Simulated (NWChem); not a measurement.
Polarisability of CH$_{3}$Li

SMILES: [CH3][Li]
```xyz
5

Li     0.9287    -1.2907     0.0000
C     -0.2231     0.3101     0.0000
H     -0.8949     0.3739     0.8799
H     -0.8949     0.3739    -0.8799
H      0.3422     1.2640     0.0000
```
Charge 0, spin multiplicity 1.

The numbers come from NWChem runs, not from measurements. All single points use one geometry, from PBE0/def2-SVP, a minimum by its harmonic frequencies.

Basis set: def2-SVPD. Static limit.

| method | isotropic polarisability (bohr³) | difference from CCSD linear response |
|---|---|---|
| CCSD linear response | 34.21 | 0.00 |
| BHandHLYP | 32.13 | -2.08 |
| B3LYP | 36.65 | +2.44 |
| PBE | 40.25 | +6.04 |
| HF | 28.86 | -5.35 |

The values span 11.39 bohr³, from HF (lowest) to PBE (highest). 

The correlated methods keep 1 core orbital frozen. B3LYP has NWChem's definition, with VWN1-RPA local correlation. The structure started from a generated list of species. Coupled-cluster values serve here as a point of comparison, not as the truth.
